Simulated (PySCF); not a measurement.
CHO, doublet, geometry from GFN2-xTB; PySCF with M06/6-31G.

Input for PySCF:
```python
from pyscf import gto, scf, dft

mol = gto.Mole()
mol.atom = '''
    C     0.050778    0.585589    0.011343
    O     0.065822   -0.594113   -0.013409
    H    -0.831242    1.239366    0.039217
'''
mol.basis = '6-31g'
mol.charge = 0
mol.spin = 1
mol.verbose = 4
mol.build()

mf = dft.UKS(mol)
mf.xc = 'm06'
mf.grids.level = 7
mf.kernel()
```

### Question
Predict the main parts of the log of this PySCF run.

### Answer

```
PySCF version 2.14.0

[INPUT] verbose = 4
[INPUT] num. atoms = 3
[INPUT] num. electrons = 15
[INPUT] charge = 0
[INPUT] spin (= nelec alpha-beta = 2S) = 1
[INPUT] symmetry False subgroup None
[INPUT] Mole.unit = angstrom
[INPUT] Symbol           X                Y                Z      unit          X                Y                Z       unit  Magmom
[INPUT]  1 C      0.050778000000   0.585589000000   0.011343000000 AA    0.095956513153   1.106602831558   0.021435163431 Bohr   0.0
[INPUT]  2 O      0.065822000000  -0.594113000000  -0.013409000000 AA    0.124385552971  -1.122710857044  -0.025339337604 Bohr   0.0
[INPUT]  3 H     -0.831242000000   1.239366000000   0.039217000000 AA   -1.570819723236   2.342062308098   0.074109389427 Bohr   0.0

nuclear repulsion = 26.4891422692548
number of shells = 12
number of NR pGTOs = 48
number of NR cGTOs = 20
basis = 6-31g
ecp = {}

******** <class 'pyscf.dft.uks.UKS'> ********
method = UKS
initial guess = minao
damping factor = 0
level_shift factor = 0
DIIS = <class 'pyscf.scf.diis.CDIIS'>
diis_start_cycle = 1
diis_space = 8
diis_damp = 0
SCF conv_tol = 1e-09
SCF conv_tol_grad = None
SCF max_cycles = 50
direct_scf = True
direct_scf_tol = 1e-13
number electrons alpha = 8  beta = 7
XC library pyscf.dft.libxc version 7.1.2
    S. Lehtola, C. Steigemann, M. J. T. Oliveira, and M. A. L. Marques,  SoftwareX 7, 1–5 (2018)
XC functionals = m06
    Y. Zhao and D. G. Truhlar,  Theor. Chem. Acc. 120, 215 (2008)
    Y. Zhao and D. G. Truhlar,  Theor. Chem. Acc. 120, 215 (2008)
radial grids:
    Treutler-Ahlrichs [JCP 102, 346 (1995); DOI:10.1063/1.469408] (M4) radial grids

becke partition: Becke, JCP 88, 2547 (1988); DOI:10.1063/1.454033
pruning grids: <function nwchem_prune>
grids dens level: 7
symmetrized grids: False
atomic radii adjust function: <function treutler_atomic_radii_adjust>
small_rho_cutoff = 0
Set gradient conv threshold to 3.16228e-05
tot grids = 223384
init E= -113.940816080679

cycle= 1 E= -113.64402988805  delta_E= 0.297  |g|= 0.466  |ddm|= 1.37
cycle= 2 E= -113.167009818619  delta_E= 0.477  |g|= 1.18  |ddm|= 1.19
cycle= 3 E= -113.737762096138  delta_E= -0.571  |g|= 0.0243  |ddm|= 0.888
cycle= 4 E= -113.738072903868  delta_E= -0.000311  |g|= 0.0134  |ddm|= 0.0592
cycle= 5 E= -113.738178660993  delta_E= -0.000106  |g|= 0.00199  |ddm|= 0.0142
cycle= 6 E= -113.738183163714  delta_E= -4.5e-06  |g|= 0.00056  |ddm|= 0.00695
cycle= 7 E= -113.73818376725  delta_E= -6.04e-07  |g|= 0.000183  |ddm|= 0.00166
cycle= 8 E= -113.738183876372  delta_E= -1.09e-07  |g|= 5.97e-05  |ddm|= 0.000595
cycle= 9 E= -113.738183889835  delta_E= -1.35e-08  |g|= 1.35e-05  |ddm|= 0.000258
cycle= 10 E= -113.738183890463  delta_E= -6.28e-10  |g|= 2.33e-06  |ddm|= 5.39e-05
Extra cycle  E= -113.738183890474  delta_E= -1.07e-11  |g|= 1.58e-06  |ddm|= 4.65e-06
converged SCF energy = -113.738183890474  <S^2> = 0.75177076  2S+1 = 2.00177
```
